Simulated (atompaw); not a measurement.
**Pseudopotential generation for Cr: PAW (atompaw), LDA (PW92), scalar-relativistic.**

chromium (Cr), PAW, made with atompaw 4.2.0.5 (LDA (PW92), scalar-relativistic). Core [Ne], reference 3s2 3p6 3d5 4s0 4p0 (charge +1). Waves: 3s (bound): rc 0.95 bohr; 4s (bound, empty): rc 2.35 bohr; 3p (bound): rc 1.25 bohr; 4p (bound, empty): rc 1.75 bohr; 3d (bound): rc 2.35 bohr; 3d channel at 0.2 Ry: rc 2.35 bohr. Local part: bessel scheme, radius 2.05 bohr. Core correction: smooth core density matched at 1.80 bohr. Augmentation charge: sinc compensation charge, radius 1.90 bohr; PAW radius 2.35 bohr; waves and projectors: custom rrkj gramschmidtortho.

All-electron outer shells of the reference configuration (LDA (PW92), scalar-relativistic, ld1.x):

```
shell  level (eV)  outermost node (bohr)  outermost maximum (bohr)
   2p     -567.17                      –                      0.20
   3s      -80.64                   0.36                      0.78
   3p      -52.46                   0.33                      0.80
   4s      -10.18                   1.12                      2.55
   3d      -10.16                      –                      0.84
   4p       -6.10                   1.24                      3.19
```

Task: Estimate the cutoffs (Ry, on a coarse ladder) from which the occupation-weighted sum of valence levels, in a spherical-Bessel basis at the reference potential, stays within 10 and 1 mRy of its value at 400 Ry.

Result: 55 Ry and 100 Ry.

Task: Does the potential have ghost states?

Result: No extra level below or beside the all-electron valence levels (s, p, d, f tested).

Task: Is the overlap operator S = 1 + Σ q|β⟩⟨β| positive definite (Bessel basis up to 400 Ry)?

Result: Yes: its lowest eigenvalue is 0.08 (p channel).
